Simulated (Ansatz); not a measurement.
Basis sets compared for Cu2S (the lowest singlet isomer of a short search). Total charge 0; singlet. Geometry B3LYP-D4/def2-TZVP. Ansatz on 4 threads of Arm Neoverse V1 on a shared host; times are rough, and most runs start from earlier orbitals.

```csv
atom,x (Å),y (Å),z (Å)
Cu1,-1.175,0.078,0.820
Cu2,0.425,-0.846,-1.079
S3,0.750,0.768,0.258
```

The structure comes from a short search, and lower isomers may exist.

Binding counts from free atoms (Cu doublet, S triplet) in the same basis, without a counterpoise term.

```csv
level,functions,energy (Eh),HOMO (eV),LUMO (eV),binding per atom (eV),wall time
PBE-D4/def2-SVP,80,-3678.0031,-4.14,-2.94,2.29,0.8 s
PBE-D4/def2-TZVP,127,-3678.6551,-4.70,-3.38,2.07,1 s
r2SCAN-D4/def2-TZVP,127,-3679.2457,-4.78,-3.13,2.05,3.2 s
PBE0-D4/def2-SVP,80,-3678.0394,-5.22,-2.02,2.03,1.1 s
PBE0-D4/def2-TZVP (with forces),127,-3678.6697,-5.69,-2.42,1.88,2.8 s
```

Question: Estimate the rows for PBE-D4/def2-TZVPD, r2SCAN-D4/def2-TZVPD, PBE0-D4/def2-TZVPD.

Answer: 
```
               level  functions  energy (Eh)  HOMO (eV)  LUMO (eV)  binding per atom (eV)  wall time
   PBE-D4/def2-TZVPD        142   -3678.6591      -4.86      -3.50                   2.09      1.3 s
r2SCAN-D4/def2-TZVPD        142   -3679.2490      -4.92      -3.26                   2.07      3.3 s
  PBE0-D4/def2-TZVPD        142   -3678.6732      -5.83      -2.57                   1.91        2 s
```
